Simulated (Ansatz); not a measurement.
Complex: C2H2 (SMILES C#C) (first 4 atoms) with CH3I (SMILES CI); geometry from B3LYP-D3(BJ)/def2-TZVP.
(charge 0, multiplicity 1):
```xyz
9

C     -0.36684    -0.09415     0.76662
C     -0.26250    -1.05476     0.05944
H     -0.44791     0.75046     1.40922
H     -0.17605    -1.90233    -0.57582
C      1.57313    -0.84335     3.77882
I      0.86106     1.12350     4.30884
H      1.21203    -1.52885     4.53660
H      1.16848    -1.07624     2.80041
H      2.65587    -0.79832     3.76548
```

Basis-set superposition error: the interaction energy with monomers in their own basis, and in the dimer's basis (counterpoise).

Programs: Ansatz (Gaussian basis) for Hartree–Fock, density functionals and correlated methods.  In def2 rows elements past Kr take small-core potentials, without spin–orbit coupling.

| level | uncorrected (meV) | counterpoise (meV) | difference |
|---|---|---|---|
| HF/def2-SVPD | -19.7 | 1.1 | 20.8 |
| HF/def2-TZVPPD | -3.3 | -1.6 | 1.7 |
| SVWN5/def2-TZVPPD | -153.7 | -150.6 | 3.1 |
| BLYP/def2-TZVPPD | -3.8 | -0.6 | 3.2 |
| revPBE/def2-TZVPPD | -5.0 | -1.5 | 3.4 |
| B97M-V/def2-TZVPPD | -101.6 | -97.8 | 3.8 |
| PBE0/def2-TZVPPD | -61.9 | -59.8 | 2.1 |
| MP2/def2-SVPD | -147.3 | -72.8 | 74.5 |
| MP2/def2-TZVPPD | -115.2 | -90.1 | 25.1 |
| CCSD(T)/def2-SVPD | -141.4 | -61.6 | 79.8 |

The error is largest for CCSD(T)/def2-SVPD (79.8 meV) and smallest for HF/def2-TZVPPD (1.7 meV).

Ansatz is a quantum-chemistry and plane-wave program.
